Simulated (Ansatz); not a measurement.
One change: `CCBNC` becomes `CNB[SiH3]`.

Ansatz, PBE0-D4/def2-TZVP geometries, multiplicity 1. Each molecule was computed in one conformer, which needn't be the lowest.

| property | `CCBNC` |
| --- | --- |
| HOMO energy (PBE/def2-TZVPP) / eV | -6.28 |
| LUMO energy (ωB97M-V/def2-TZVPP) / eV | 2.32 |
| size of the dipole moment (ωB97M-V/def2-TZVPP) / D | 1.47 |
| size of the dipole moment (B3LYP/def2-TZVPP) / D | 1.47 |
| LUMO energy (PBE/def2-TZVPP) / eV | -0.15 |
| LUMO energy (PBE0/def2-TZVPP) / eV | 0.81 |

**Question.** Give the same properties after the change, and the shifts. (An estimate is asked.)

**Answer.** The calculation gave: 
```tsv
property	`CNB[SiH3]`	shift
HOMO energy (PBE/def2-TZVPP) / eV	-6.59	-0.31
LUMO energy (ωB97M-V/def2-TZVPP) / eV	1.40	-0.92
size of the dipole moment (ωB97M-V/def2-TZVPP) / D	2.70	1.23
size of the dipole moment (B3LYP/def2-TZVPP) / D	2.71	1.24
LUMO energy (PBE/def2-TZVPP) / eV	-1.40	-1.25
LUMO energy (PBE0/def2-TZVPP) / eV	-0.48	-1.29
```

With PBE0 the HOMO falls by 0.25 eV and the LUMO falls by 1.29 eV, so the gap narrows by about 1.04 eV. PBE moves the HOMO by -0.31 eV and ωB97M-V by -0.06 eV. Dipoles are sizes alone; their direction can turn.

B3LYP here is the variant with VWN-RPA as its local correlation; programs differ in this.
